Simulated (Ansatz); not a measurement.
One change: `S[S][In]([Br])[Br]` becomes `[CH3][In]([Br])[Br]`.

Ansatz, PBE0-D4/def2-TZVP geometries, multiplicity 1. Each molecule was computed in one conformer, which needn't be the lowest.

Elements past krypton have def2 core potentials. Scalar relativity is left out up to krypton. Spin–orbit coupling is left out; it splits and shifts lone-pair levels of the heavy atoms by tenths of an eV.

```tsv
property	`S[S][In]([Br])[Br]`
LUMO energy (B3LYP/def2-TZVPP) / eV	-2.92
HOMO energy (PBE/def2-TZVPP) / eV	-6.32
HOMO–LUMO gap (ωB97M-V/def2-TZVPP) / eV	8.65
HOMO energy (ωB97M-V/def2-TZVPP) / eV	-9.45
HOMO–LUMO gap (PBE0/def2-TZVPP) / eV	4.76
LUMO energy (ωB97M-V/def2-TZVPP) / eV	-0.80
```

(1) What does the change do to each property? (An estimate is asked.)

Results:

(1) The calculation gave: 
```csv
property,`[CH3][In]([Br])[Br]`,shift
LUMO energy (B3LYP/def2-TZVPP) / eV,-2.07,0.85
HOMO energy (PBE/def2-TZVPP) / eV,-6.90,-0.58
HOMO–LUMO gap (ωB97M-V/def2-TZVPP) / eV,10.23,1.58
HOMO energy (ωB97M-V/def2-TZVPP) / eV,-10.29,-0.84
HOMO–LUMO gap (PBE0/def2-TZVPP) / eV,6.37,1.61
LUMO energy (ωB97M-V/def2-TZVPP) / eV,-0.06,0.74
```

With PBE0 the HOMO falls by 0.73 eV and the LUMO rises by 0.88 eV, so the gap widens by about 1.61 eV. PBE moves the HOMO by -0.58 eV and ωB97M-V by -0.84 eV.

B3LYP here is the variant with VWN-RPA as its local correlation; programs differ in this.
